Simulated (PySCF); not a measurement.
Radial density of Re⁵⁶⁺ (rhenium, charge +56)

UHF, [Ar] 3d1, 2D determinant. All numbers are calculated (PySCF 2.14, the spin-free X2C one-electron Hamiltonian (Gaussian nucleus), in an uncontracted even-tempered set (17 s from 14 bohr⁻², ratio 2.5; 12 p from 18 bohr⁻², ratio 2.5; 7 d from 18 bohr⁻², ratio 2.5; 4 f from 64 bohr⁻², ratio 2.7; 3 g from 96 bohr⁻², ratio 2.7)).

| r (bohr) | 4πr²ρ (e/bohr) | 4πr²(ρα − ρβ) |
| --- | --- | --- |
| 0.0144 | 102.2 | 0.0024 |
| 0.0242 | 90.09 | 0.0403 |
| 0.0407 | 119.0 | 0.3924 |
| 0.0684 | 109.8 | 2.3197 |
| 0.115 | 53.94 | 6.2679 |
| 0.194 | 56.69 | 4.6176 |
| 0.326 | 5.760 | 0.3762 |
| 0.548 | 0.02214 | 0.0017 |

Densities and radii are taken from the X2C orbitals without a picture-change correction, which distorts them close to the nucleus.

Spin-orbit coupling, absent here, splits the open shell strongly.
